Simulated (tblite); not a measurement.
Species: C₅H₃O₅S₂ (charge -1).
SMILES with atom numbers: `[O:1]=[C:2]([OH:3])[c:4]1[cH:5][s:6][c:7]([S:8](=[O:9])(=[O:10])[O-:11])[cH:12]1` (hydrogens: H13 on O3; H14 on C5; H15 on C12)

Structure optimised with GFN2-xTB, isolated species.

Task: List the bond lengths, angles and torsions at this level.

Result: 
| bond | length (bohr) | order |
| --- | --- | --- |
| O1=C2 | 2.293 | double |
| C2–O3 | 2.554 | single |
| C2–C4 | 2.746 | single |
| C4–C5 | 2.601 | aromatic |
| C5–S6 | 3.235 | aromatic |
| S6–C7 | 3.239 | aromatic |
| C7–S8 | 3.429 | single |
| S8=O9, S8=O10, S8–O11 | 2.749 | double/single |
| C7–C12 | 2.552 | aromatic |
| C4–C12 | 2.698 | aromatic |
| O3–H13 | 1.831 | single |
| C5–H14 | 2.026 | single |
| C12–H15 | 2.029 | single |

Bonds in one row agree within 0.02 bohr and their mean is given. Orders are formal, as drawn. A selection of angles:
| angle | degrees |
| --- | --- |
| O1–C2–O3 | 120.6 |
| O1–C2–C4 | 126.1 |
| O3–C2–C4 | 113.3 |
| C2–O3–H13 | 109.0 |
| C2–C4–C5 | 122.9 |
| C2–C4–C12 | 125.5 |
| C5–C4–C12 | 111.6 |
| C4–C5–S6 | 111.8 |
| C4–C5–H14 | 126.4 |
| S6–C5–H14 | 121.8 |
| C5–S6–C7 | 91.7 |
| S6–C7–S8 | 115.9 |
| S6–C7–C12 | 112.1 |
| S8–C7–C12 | 132.0 |
| C7–S8–O9 | 104.2 |
| O9–S8–O10 | 115.1 |
| C7–C12–H15 | 122.9 |
| C4–C12–C7 | 112.8 |
| C4–C12–H15 | 124.3 |

Torsions: O1–C2–C4–C5 0° (synperiplanar); S6–C7–S8–O9 -179° (antiperiplanar); H13–O3–C2–O1 0° (synperiplanar).

Of the pairs four or more bonds apart, O3···H15 is among the closest relative to their van der Waals radii: 2.62 Å, 96 % of the sum of Bondi's values. C5 (aromatic CH next to a ring sulfur) is planar (angles 126.4°, 121.8° and 111.8°, sum 360.0°, 0.00 Å off the plane of its three neighbours). All 3 O–S bonds measure 1.453 to 1.456 Å. S8 (sulfonyl sulfur) is distorted tetrahedral (angles from 102.6° to 115.1°). C7 (substituted aromatic carbon) is planar (angles 132.0°, 115.9° and 112.1°, sum 360.0°, 0.01 Å off the plane of its three neighbours). C2 (carboxylic acid carbon) is planar (angles 126.1°, 120.6° and 113.3°, sum 360.0°, 0.00 Å off the plane of its three neighbours). The 2 C–O bonds span 1.213 Å (O1=C2, drawn double) to 1.351 Å (C2–O3, drawn single), a spread of 0.138 Å.

Its lowest GFN2-xTB frequency is 12i cm⁻¹, too small to tell a flat minimum from a shallow saddle. Torsions: O1–C2–O3–H 0°, O1–C2–C4–C5 0°.

The run took 0.35 s of wall time on one thread of an Arm Neoverse V2, no GPU, on a shared host. This is the geometry optimisation.

One conformer stands for the species.

All values are computed, not measured.
